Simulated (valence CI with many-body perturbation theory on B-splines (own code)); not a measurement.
Results of a calculation; reference values are marked as such.
**Sb XXXVI: what each term of the Hamiltonian does**

Level of theory: configuration interaction combined with many-body perturbation theory (CI+MBPT): six valence electrons over a frozen Dirac-Fock core [Ne], radial functions for each j: 9 s, 9 p, 8 d, 6 f, 3 g, 1 h, with the one-electron correlation potential Σ1, the two-electron term Σ2, the three-electron term Σ3, Breit, model QED; selected CI, second order for the rest, scaled by the run's own slope (own B-spline code, finite nucleus).

No measured spectrum was set against this ion. As an estimate, large intervals hold to a few tenths of a per cent, small ones and those within an open d or f shell to about a per cent. Among the levels kept, up to 1500 cm⁻¹ of a level comes from second order outside the variational space, and about a tenth of that is noise between levels of different J, which matters for small intervals.

Each rung adds one term. CI alone is the Dirac-Coulomb CI over the frozen core; QED comes last and gives the full result, which names the levels. Energies are above (3s^2 3p1/2^2 3p3/2^2) J=2 on the same rung, in eV.

Levels are named by their leading jj configuration (3d3/2^4 stands for four electrons in 3d with j = 3/2), which in mixed levels can hold well under half, so a name can repeat and another be missing. Letters in brackets count levels of one name in rising energy.

```csv
Level,CI alone
(3s^2 3p1/2^2 3p3/2^2) J=0,11.59
(3s^2 3p1/2 3p3/2^3) J=1,57.82
(3s^2 3p1/2 3p3/2^3) J=2,64.50
(3s^2 3p3/2^4) J=0,127.12
(3s^2 3p1/2^2 3p3/2 3d3/2) J=2,143.97
(3s^2 3p1/2^2 3p3/2 3d3/2) J=1,146.30
(3s^2 3p1/2^2 3p3/2 3d3/2) J=3,149.07
(3s^2 3p1/2^2 3p3/2 3d3/2) J=0,148.76
(3s^2 3p1/2^2 3p3/2 3d5/2) J=2 [a],152.25
(3s^2 3p1/2^2 3p3/2 3d5/2) J=4,161.11
(3s^2 3p1/2^2 3p3/2 3d5/2) J=2 [b],173.80
(3s 3p1/2^2 3p3/2^3) J=1,173.59
(3s^2 3p1/2^2 3p3/2 3d5/2) J=3,175.89
(3s^2 3p1/2^2 3p3/2 3d5/2) J=1,185.90
(3s^2 3p1/2 3p3/2^2 3d3/2) J=0,197.34
(3s^2 3p1/2 3p3/2^2 3d3/2) J=2 [a],198.03
```

Problem. What do these energies become with core correlation, Breit and QED?

Solution. (3s^2 3p1/2^2 3p3/2^2) J=0 11.62 (+0.026); (3s^2 3p1/2 3p3/2^3) J=1 57.29 (-0.533); (3s^2 3p1/2 3p3/2^3) J=2 63.79 (-0.714); (3s^2 3p3/2^4) J=0 125.91 (-1.212); (3s^2 3p1/2^2 3p3/2 3d3/2) J=2 142.92 (-1.051); (3s^2 3p1/2^2 3p3/2 3d3/2) J=1 145.28 (-1.020); (3s^2 3p1/2^2 3p3/2 3d3/2) J=3 147.79 (-1.284); (3s^2 3p1/2^2 3p3/2 3d3/2) J=0 147.82 (-0.937); (3s^2 3p1/2^2 3p3/2 3d5/2) J=2 [a] 151.07 (-1.179); (3s^2 3p1/2^2 3p3/2 3d5/2) J=4 159.44 (-1.670); (3s^2 3p1/2^2 3p3/2 3d5/2) J=2 [b] 172.21 (-1.581); (3s 3p1/2^2 3p3/2^3) J=1 172.25 (-1.340); (3s^2 3p1/2^2 3p3/2 3d5/2) J=3 174.09 (-1.795); (3s^2 3p1/2^2 3p3/2 3d5/2) J=1 184.26 (-1.639); (3s^2 3p1/2 3p3/2^2 3d3/2) J=0 195.79 (-1.553); (3s^2 3p1/2 3p3/2^2 3d3/2) J=2 [a] 196.33 (-1.700).

Problem. How does the ionisation energy move along the ladder, and which term matters most?

Solution. CI alone 2352.2, + Σ1 2353.1, + Σ2 2353.2, + Σ3 2352.6, + Breit 2351.2, + QED 2351.1 eV. The largest step is Breit, -1.4 eV. NIST lists 2349 ± 5 eV (theoretical).
